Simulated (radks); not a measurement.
Q: The mean radii <r> (bohr) of the occupied orbitals of an atom or ion are listed with their occupations. Calculated with a radial shooting solver on a logarithmic mesh with Libxc functionals: Dirac Kohn-Sham, LDA (Slater exchange, Perdew-Wang correlation), spin-unpolarised, spherical densities, point nucleus.

orbital  occ.      <r>
1s1/2       2  0.01687
2s1/2       2  0.07048
2p1/2       2  0.05800
2p3/2       4  0.06655
3s1/2       2   0.1834
3p1/2       2   0.1737
3p3/2       4   0.1894
3d3/2       4   0.1649
3d5/2       6   0.1697
4s1/2       2   0.4071
4p1/2       2   0.4095
4p3/2       4   0.4438
4d3/2       4   0.4521
4d5/2       6   0.4634
5s1/2       2   0.9267
4f5/2       6   0.4953
4f7/2       8   0.5023
5p1/2       2    1.002
5p3/2       4    1.103
5d3/2       4    1.572
5d5/2       6    1.659
6s1/2       1    2.837

Name the element and its charge. Open shells, if any, fill j = l - 1/2 first.

A: Z = 79, gold, charge 0: Au in [Xe] 4f14 5d10 6s1. The 1s radius gives Z: for a bare nucleus <r> = (2 gamma + 1)/(2Z) with gamma = sqrt(1 - (Z/c)^2), 0.01667 bohr for Z = 79, and screening makes it slightly larger (0.01687 here). The occupations add up to 79, and the charge is Z minus that.
